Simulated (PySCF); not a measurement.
pent-1-en-4-yne (C5H6), SMILES C(C#C)C=C. Geometry optimised at PBE-D3(BJ)/def2-SVP. One conformer was computed; it need not be the lowest.

### Question
Give the equilibrium geometry at PBE-D3(BJ)/def2-SVP (PySCF confirms it by a frequency run) as Cartesian coordinates in Å. (An estimate is asked for; the answer gives what the named calculation found.)

### Answer
Several could match; the one computed here: 
```xyz
11

C      2.2195     0.3932     0.9921
C      1.3166     0.2045     0.1899
C      0.2201    -0.0389    -0.7490
C     -1.0368    -0.5491    -0.0773
C     -2.2433     0.0294    -0.1817
H      3.0199     0.5659     1.6973
H     -0.0051     0.8907    -1.3161
H      0.5621    -0.7843    -1.5047
H     -0.9133    -1.4609     0.5333
H     -2.3934     0.9477    -0.7741
H     -3.1271    -0.3930     0.3208
```
Charge 0, spin multiplicity 1.
